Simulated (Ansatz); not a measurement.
`C[O][GaH][SeH]` + H–F → `[F][GaH][SeH]` + CH₃OH at 600 K and 1 bar (ligand exchange at a Ga–O bond).

Gas-phase electronic energies from Ansatz, PBE0-D4/def2-TZVP geometries. CBS: MP2 limit from def2 TZ/QZ plus the TZ coupled-cluster correction, frozen cores. This one scheme is used for every species. For Ga, Se outer-core shells are correlated without core-valence functions, which leaves a few kJ/mol of doubt a bond. Scalar relativity is left out up to krypton. Each species was taken in one conformer, which may not be the lowest.

| species | CCSD(T)/CBS energy (Eh) | H − E (kJ/mol) | S (J/(mol·K)) |
| --- | --- | --- | --- |
| `C[O][GaH][SeH]` | -4440.92521 | 207.0 | 448.5 |
| H–F | -100.39570 | 42.3 | 194.0 |
| `[F][GaH][SeH]` | -4425.71391 | 85.6 | 373.7 |
| CH₃OH | -115.61712 | 163.6 | 277.3 |

H − E and S are ideal-gas, rigid-rotor, harmonic terms from PBE0-D4/def2-TZVP, for one conformer and one mirror image of each species. 1 Eh = 2625.50 kJ/mol, R = 8.31446 J/(mol·K).

Question: By hand: ΔE, ΔH, ΔS and ΔG.

Answer: ΔE = (-4425.71391) + (-115.61712) − (-4440.92521) − (-100.39570) = -0.01012 Eh = -26.6 kJ/mol. Δ(H − E) = 85.6 + 163.6 − 207.0 − 42.3 = -0.1, so ΔH = -26.7 kJ/mol. ΔS = 373.7 + 277.3 − 448.5 − 194.0 = 8.5 J/(mol·K). ΔG = -26.7 − 600 × (8.5)/1000 = -31.8 kJ/mol.

Question: By hand: the equilibrium constant, and the temperature at which ΔG would vanish if ΔH and ΔS stayed fixed.

Answer: log₁₀ K = −ΔG/(RT ln 10) = 2.8. ΔH and −TΔS have one sign here, so there is no such temperature.

The number of gas molecules stays the same, so ΔS is small and ΔH decides. A doubt of 5 kJ/mol in ΔE shifts log₁₀ K by 0.4 here. Other conformers and mirror images would add mixing entropy, several J/(mol·K) or more a flexible species. These are equilibria of isolated gas molecules and say nothing of rates. Largest T1 diagnostic: 0.013 (customary marks: 0.02 for closed shells, 0.045 for open ones).

ΔS is within the doubt of such terms, so its sign, and with it that verdict, could turn.
